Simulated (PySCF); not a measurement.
Electric field gradients and quadrupole coupling constants

Species: C4H4O3.
Cartesian coordinates in Å at the PBE0-D3(BJ)/def2-SVP level; atoms count from 1:
```
atom  x, y, z in Å
O1    -1.721   -1.203   -1.961
C2    -0.933   -0.825   -1.158
C3    -0.907    0.484   -0.398
C4     0.333    0.397    0.473
C5     0.925   -0.961    0.161
O6     1.897   -1.470    0.613
O7     0.146   -1.588   -0.782
H8    -1.849    0.576    0.163
H9    -0.893    1.307   -1.127
H10    1.092    1.163    0.256
H11    0.134    0.447    1.553
```

Field gradients from the PBE0/pcSseg-1 density (PySCF, non-relativistic), principal values in atomic units, ordered |Vxx| ≤ |Vyy| ≤ |Vzz|:

```
atom      Vxx      Vyy      Vzz
  O1   0.5533   1.1056  -1.6588
  O6   0.5537   1.1051  -1.6588
  O7  -0.6240  -0.7309   1.3549
```

Q: Find the asymmetry η = (Vxx − Vyy)/Vzz and the couplings χ = eQV/h (234.96 MHz × Q in barn × V in au), with Q(17O) = −0.0256 b.

A: 
```json
{"atom": "O1", "environment": "anhydride carbonyl oxygen", "nucleus": "17O", "η": "0.33", "χzz (MHz)": "9.98", "χxx (MHz)": "-3.33", "χyy (MHz)": "-6.65"}
{"atom": "O6", "environment": "anhydride carbonyl oxygen", "nucleus": "17O", "η": "0.33", "χzz (MHz)": "9.98", "χxx (MHz)": "-3.33", "χyy (MHz)": "-6.65"}
{"atom": "O7", "environment": "anhydride bridging oxygen", "nucleus": "17O", "η": "0.08", "χzz (MHz)": "-8.15", "χxx (MHz)": "3.75", "χyy (MHz)": "4.40"}
```

The tensor is traceless: Vxx + Vyy + Vzz = 0.

Q: What is Vzz at O6 in SI units (1 au = 9.71736 × 10²¹ V/m²)?

A: -1.6588 au = -16.119 × 10²¹ V/m².

Isolated species at its PBE0-D3(BJ)/def2-SVP geometry, gas phase. These gradients aren't converged with respect to the basis.
